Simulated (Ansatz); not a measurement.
These are Ansatz (a first-principles code) with PBE-D3(BJ)/def2-SVP values and carry that method's errors. No frequencies were computed at this level.

Ansatz 0.2 input:
```yaml
crystal:
  periodic: [false, false, false]
  atoms:
    - { symbol: B, position_ang: [-2.778545, 0.951206, 0.74872] }
    - { symbol: C, position_ang: [-1.542187, 0.020945, 0.474114] }
    - { symbol: C, position_ang: [-1.154701, -0.14089, -1.001795] }
    - { symbol: C, position_ang: [-0.089031, -1.218622, -1.179897] }
    - { symbol: C, position_ang: [1.173153, -0.877585, -0.378706] }
    - { symbol: C, position_ang: [1.870014, 0.310995, -0.9805] }
    - { symbol: C, position_ang: [2.52846, 1.262437, -0.345552] }
    - { symbol: C, position_ang: [0.797421, -0.715468, 1.09616] }
    - { symbol: C, position_ang: [-0.282559, 0.346471, 1.288171] }
    - { symbol: H, position_ang: [-2.901896, 1.473465, 1.787559] }
    - { symbol: H, position_ang: [-3.60909, 1.080566, -0.064087] }
    - { symbol: H, position_ang: [-1.895716, -0.967381, 0.817511] }
    - { symbol: H, position_ang: [-2.036643, -0.39779, -1.591921] }
    - { symbol: H, position_ang: [-0.767886, 0.810769, -1.373595] }
    - { symbol: H, position_ang: [0.160805, -1.324109, -2.238713] }
    - { symbol: H, position_ang: [-0.483825, -2.178411, -0.83586] }
    - { symbol: H, position_ang: [1.869295, -1.725272, -0.466618] }
    - { symbol: H, position_ang: [1.832889, 0.334509, -2.063801] }
    - { symbol: H, position_ang: [2.618922, 1.299135, 0.726544] }
    - { symbol: H, position_ang: [3.016981, 2.05875, -0.882372] }
    - { symbol: H, position_ang: [1.681955, -0.463583, 1.683648] }
    - { symbol: H, position_ang: [0.424993, -1.67544, 1.464677] }
    - { symbol: H, position_ang: [0.102133, 1.316265, 0.968338] }
    - { symbol: H, position_ang: [-0.534943, 0.419038, 2.347971] }
basis:
  gaussian: { orbitals: def2-svp }
hamiltonian:
  xc: pbe
  dispersion: d3bj
relax:
  max_steps: 150
```

Output:

```
Functional definition: PBE
2288 factors; their error is unknown
mean field evaluation 1: about -9176.2436 eV, gradient 8.5e1 eV
mean field evaluation 2: about -9132.1574 eV, gradient 1.6e2 eV
mean field evaluation 4: about -9195.5903 eV, gradient 1.4e1 eV
mean field evaluation 8: about -9196.0747 eV, gradient 3.3e-1 eV
mean field evaluation 16: about -9195.9648 eV, gradient 1.2e-3 eV
mean field -9195.96484601 eV, -337.9454748420 hartree, gradient 4.9e-5 eV, S^2 0.000000; 0 other end points of the search recorded, 0 dependent functions left out
reference -9195.96488956 eV, -337.9454764423 hartree; 34, 34 occupied and 167, 167 virtual orbitals, 2288 factors
relax step   1: F+E_penalty+E_count = -9196.65589896 eV  Δ(F+E_penalty+E_count) = +0.000e0 eV  max|allowed force component| = 1.113e0 eV/Å  Δτ_max = 0.0000 Å  (31 SCF iters, accepted)
these checks for a lower state are left out or cut short: starts, cluster_reference, orbital_swaps, neighbouring_geometries, increment
2288 factors; their error is unknown
mean field -9196.18381369 eV, -337.9535217557 hartree, gradient 1.5e-5 eV, S^2 0.000000; 0 other end points of the search recorded, 0 dependent functions left out
reference -9196.18385783 eV, -337.9535233779 hartree; 34, 34 occupied and 167, 167 virtual orbitals, 2288 factors
relax step   2: F+E_penalty+E_count = -9196.86259394 eV  Δ(F+E_penalty+E_count) = -2.067e-1 eV  max|allowed force component| = 4.869e-1 eV/Å  Δτ_max = 0.1053 Å  (30 SCF iters, accepted)
these checks for a lower state are left out or cut short: starts, cluster_reference, orbital_swaps, neighbouring_geometries, increment
2288 factors; their error is unknown
mean field evaluation 32: about -9196.2075 eV, gradient 4.3e-4 eV
mean field -9196.20745553 eV, -337.9543905773 hartree, gradient 1.6e-5 eV, S^2 0.000000; 0 other end points of the search recorded, 0 dependent functions left out
reference -9196.20749978 eV, -337.9543922036 hartree; 34, 34 occupied and 167, 167 virtual orbitals, 2288 factors
relax step   3: F+E_penalty+E_count = -9196.88224627 eV  Δ(F+E_penalty+E_count) = -1.965e-2 eV  max|allowed force component| = 2.893e-1 eV/Å  Δτ_max = 0.1073 Å  (30 SCF iters, accepted)
these checks for a lower state are left out or cut short: starts, cluster_reference, orbital_swaps, neighbouring_geometries, increment
2288 factors; their error is unknown
mean field -9196.21527850 eV, -337.9546780663 hartree, gradient 1.7e-5 eV, S^2 0.000000; 0 other end points of the search recorded, 0 dependent functions left out
reference -9196.21532269 eV, -337.9546796903 hartree; 34, 34 occupied and 167, 167 virtual orbitals, 2288 factors
relax step   4: F+E_penalty+E_count = -9196.89003859 eV  Δ(F+E_penalty+E_count) = -7.792e-3 eV  max|allowed force component| = 1.635e-1 eV/Å  Δτ_max = 0.0763 Å  (30 SCF iters, accepted)
these checks for a lower state are left out or cut short: starts, cluster_reference, orbital_swaps, neighbouring_geometries, increment
2288 factors; their error is unknown
mean field -9196.21921001 eV, -337.9548225467 hartree, gradient 1.7e-5 eV, S^2 0.000000; 0 other end points of the search recorded, 0 dependent functions left out
reference -9196.21925417 eV, -337.9548241696 hartree; 34, 34 occupied and 167, 167 virtual orbitals, 2288 factors
relax step   5: F+E_penalty+E_count = -9196.89466623 eV  Δ(F+E_penalty+E_count) = -4.628e-3 eV  max|allowed force component| = 9.355e-2 eV/Å  Δτ_max = 0.0166 Å  (31 SCF iters, accepted)
these checks for a lower state are left out or cut short: starts, cluster_reference, orbital_swaps, neighbouring_geometries, increment
2288 factors; their error is unknown
mean field -9196.21040643 eV, -337.9544990210 hartree, gradient 1.6e-5 eV, S^2 0.000000; 0 other end points of the search recorded, 0 dependent functions left out
reference -9196.21045048 eV, -337.9545006398 hartree; 34, 34 occupied and 167, 167 virtual orbitals, 2288 factors
relax step   6: F+E_penalty+E_count = -9196.88634513 eV  Δ(F+E_penalty+E_count) = +8.321e-3 eV  max|allowed force component| = 4.063e-1 eV/Å  Δτ_max = 0.0694 Å  (30 SCF iters, rejected (line search))
these checks for a lower state are left out or cut short: starts, cluster_reference, orbital_swaps, neighbouring_geometries, increment
2288 factors; their error is unknown
mean field -9196.22208934 eV, -337.9549283599 hartree, gradient 1.7e-5 eV, S^2 0.000000; 0 other end points of the search recorded, 0 dependent functions left out
reference -9196.22213342 eV, -337.9549299800 hartree; 34, 34 occupied and 167, 167 virtual orbitals, 2288 factors
relax step   7: F+E_penalty+E_count = -9196.89791178 eV  Δ(F+E_penalty+E_count) = -3.246e-3 eV  max|allowed force component| = 4.268e-2 eV/Å  Δτ_max = 0.0343 Å  (30 SCF iters, accepted)
these checks for a lower state are left out or cut short: starts, cluster_reference, orbital_swaps, neighbouring_geometries, increment
2288 factors; their error is unknown
mean field evaluation 64: about -9196.3162 eV, gradient 2.3e0 eV
mean field -9196.22576789 eV, -337.9550635441 hartree, gradient 1.7e-5 eV, S^2 0.000000; 0 other end points of the search recorded, 0 dependent functions left out
reference -9196.22581190 eV, -337.9550651614 hartree; 34, 34 occupied and 167, 167 virtual orbitals, 2288 factors
relax step   8: F+E_penalty+E_count = -9196.90162377 eV  Δ(F+E_penalty+E_count) = -3.712e-3 eV  max|allowed force component| = 1.551e-2 eV/Å  Δτ_max = 0.0642 Å  (30 SCF iters, accepted)
these checks for a lower state are left out or cut short: starts, cluster_reference, orbital_swaps, neighbouring_geometries, increment
2288 factors; their error is unknown
mean field -9196.22748190 eV, -337.9551265330 hartree, gradient 1.7e-5 eV, S^2 0.000000; 0 other end points of the search recorded, 0 dependent functions left out
reference -9196.22752594 eV, -337.9551281515 hartree; 34, 34 occupied and 167, 167 virtual orbitals, 2288 factors
relax step   9: F+E_penalty+E_count = -9196.90287169 eV  Δ(F+E_penalty+E_count) = -1.248e-3 eV  max|allowed force component| = 4.247e-2 eV/Å  Δτ_max = 0.0653 Å  (30 SCF iters, accepted)
these checks for a lower state are left out or cut short: starts, cluster_reference, orbital_swaps, neighbouring_geometries, increment
2288 factors; their error is unknown
mean field -9196.22759816 eV, -337.9551308054 hartree, gradient 1.7e-5 eV, S^2 0.000000; 0 other end points of the search recorded, 0 dependent functions left out
reference -9196.22764220 eV, -337.9551324240 hartree; 34, 34 occupied and 167, 167 virtual orbitals, 2288 factors
relax step  10: F+E_penalty+E_count = -9196.90313233 eV  Δ(F+E_penalty+E_count) = -2.606e-4 eV  max|allowed force component| = 2.085e-2 eV/Å  Δτ_max = 0.0238 Å  (31 SCF iters, accepted)
these checks for a lower state are left out or cut short: starts, cluster_reference, orbital_swaps, neighbouring_geometries, increment
2288 factors; their error is unknown
mean field -9196.22768241 eV, -337.9551339016 hartree, gradient 1.7e-5 eV, S^2 0.000000; 0 other end points of the search recorded, 0 dependent functions left out
reference -9196.22772647 eV, -337.9551355207 hartree; 34, 34 occupied and 167, 167 virtual orbitals, 2288 factors
relax step  11: F+E_penalty+E_count = -9196.90322790 eV  Δ(F+E_penalty+E_count) = -9.556e-5 eV  max|allowed force component| = 1.909e-2 eV/Å  Δτ_max = 0.0072 Å  (32 SCF iters, accepted)
these checks for a lower state are left out or cut short: starts, cluster_reference, orbital_swaps, neighbouring_geometries, increment
2288 factors; their error is unknown
mean field evaluation 96: about -9196.2278 eV, gradient 3.3e-3 eV
mean field -9196.22779907 eV, -337.9551381888 hartree, gradient 1.7e-5 eV, S^2 0.000000; 0 other end points of the search recorded, 0 dependent functions left out
reference -9196.22784313 eV, -337.9551398079 hartree; 34, 34 occupied and 167, 167 virtual orbitals, 2288 factors
relax step  12: F+E_penalty+E_count = -9196.90327770 eV  Δ(F+E_penalty+E_count) = -4.980e-5 eV  max|allowed force component| = 7.755e-3 eV/Å  Δτ_max = 0.0038 Å  (32 SCF iters, accepted)
2288 factors; their error is unknown
mean field -9196.22779907 eV, -337.9551381888 hartree, gradient 3.0e-5 eV, S^2 0.000000; 1 other end points of the search recorded, 0 dependent functions left out
reference -9196.22784313 eV, -337.9551398079 hartree; 34, 34 occupied and 167, 167 virtual orbitals, 2288 factors
Total energy: -9196.90332176 eV, -337.9799631896 hartree
Atom 0 at    -2.839634     0.871264     0.802359 Å, force    -0.006067     0.001933     0.002659 eV/Å
Atom 1 at    -1.528634     0.126732     0.451652 Å, force    -0.000977    -0.007130     0.001511 eV/Å
Atom 2 at    -1.162990    -0.085372    -1.027665 Å, force     0.003849     0.001374     0.002916 eV/Å
Atom 3 at    -0.099427    -1.174916    -1.207914 Å, force     0.000542     0.000205    -0.004615 eV/Å
Atom 4 at     1.177074    -0.888143    -0.382326 Å, force    -0.001945    -0.002858     0.003385 eV/Å
Atom 5 at     1.987503     0.228065    -1.003834 Å, force    -0.003166     0.003052     0.004058 eV/Å
Atom 6 at     2.577456     1.266852    -0.387195 Å, force    -0.007755     0.001436    -0.004521 eV/Å
Atom 7 at     0.809934    -0.685156     1.100161 Å, force     0.002595     0.000946     0.002307 eV/Å
Atom 8 at    -0.278140     0.379102     1.312359 Å, force     0.000881     0.000498    -0.002812 eV/Å
Atom 9 at    -3.024525     1.295913     1.931531 Å, force     0.000125    -0.001207    -0.003957 eV/Å
Atom 10 at    -3.754666     0.921351    -0.003647 Å, force     0.001837     0.000393     0.002795 eV/Å
Atom 11 at    -1.994830    -0.851928     0.818561 Å, force     0.001737     0.004435    -0.002057 eV/Å
Atom 12 at    -2.070274    -0.324419    -1.619781 Å, force    -0.002078    -0.001866     0.000568 eV/Å
Atom 13 at    -0.771815     0.875446    -1.430097 Å, force     0.001122     0.002378    -0.001609 eV/Å
Atom 14 at     0.163713    -1.288799    -2.281526 Å, force    -0.000527    -0.001074    -0.001162 eV/Å
Atom 15 at    -0.519953    -2.152350    -0.882792 Å, force     0.000843     0.000382     0.000488 eV/Å
Atom 16 at     1.818150    -1.798252    -0.454900 Å, force    -0.000025    -0.001454     0.000403 eV/Å
Atom 17 at     2.113523     0.136323    -2.099545 Å, force     0.001439    -0.000459    -0.006182 eV/Å
Atom 18 at     2.500699     1.428699     0.699676 Å, force     0.001810     0.000136     0.006323 eV/Å
Atom 19 at     3.170971     2.000914    -0.953668 Å, force     0.005126    -0.001509    -0.000994 eV/Å
Atom 20 at     1.716968    -0.439030     1.691449 Å, force     0.000411    -0.000630     0.001999 eV/Å
Atom 21 at     0.440873    -1.656499     1.497381 Å, force     0.000380     0.000240    -0.001422 eV/Å
Atom 22 at     0.123162     1.379433     1.044413 Å, force     0.000713     0.001177    -0.000637 eV/Å
Atom 23 at    -0.555138     0.434771     2.385345 Å, force    -0.000870    -0.000399     0.000555 eV/Å
Dipole moment:     0.127922    -0.166136    -0.044982 e Å
```

Cost: roughly 3.0 core-minutes.
